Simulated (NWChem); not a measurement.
# Si₂N₂H₈O; SMILES O([SiH](N)N)[SiH3]

```xyz
13

N      1.1679    -1.7910     0.5283
Si     0.0183    -0.9638    -0.4471
N     -1.4948    -1.1762     0.3573
O      0.1959     0.6796    -0.6405
Si     0.0678     2.0819     0.2244
H      1.2169    -1.6200     1.5256
H      2.0724    -2.0414     0.1486
H      0.1938    -1.5090    -1.8147
H     -1.7637    -2.1041     0.6616
H     -2.3023    -0.6394     0.0650
H     -1.3495     2.5316     0.3108
H      0.5931     1.9278     1.6104
H      0.8545     3.1364    -0.4658
```
Atoms are numbered in this order, from 1.

Results from NWChem. All runs use the structure optimised with B3LYP/6-31G* (spherical d).

Question: Taking PBE0/def2-TZVPP as the yardstick, which of these has the fewest basis functions while keeping “dipole (D)” within 0.05 D of it: PBE0/def2-SVPD; PBE0/def2-TZVP; PBE0/def2-SVP?

Answer: PBE0/def2-SVPD.
```json
[
 {"level": "PBE0/def2-SVP", "basis functions": "118", "dipole (D)": "1.46", "relative time (rough)": "1"},
 {"level": "PBE0/def2-SVPD", "basis functions": "175", "dipole (D)": "1.24", "relative time (rough)": "2"},
 {"level": "PBE0/def2-TZVP", "basis functions": "215", "dipole (D)": "1.28", "relative time (rough)": "5"},
 {"level": "PBE0/def2-TZVPP", "basis functions": "289", "dipole (D)": "1.28", "relative time (rough)": "10"}
]
```

The yardstick is one finite set, not the basis-set limit.
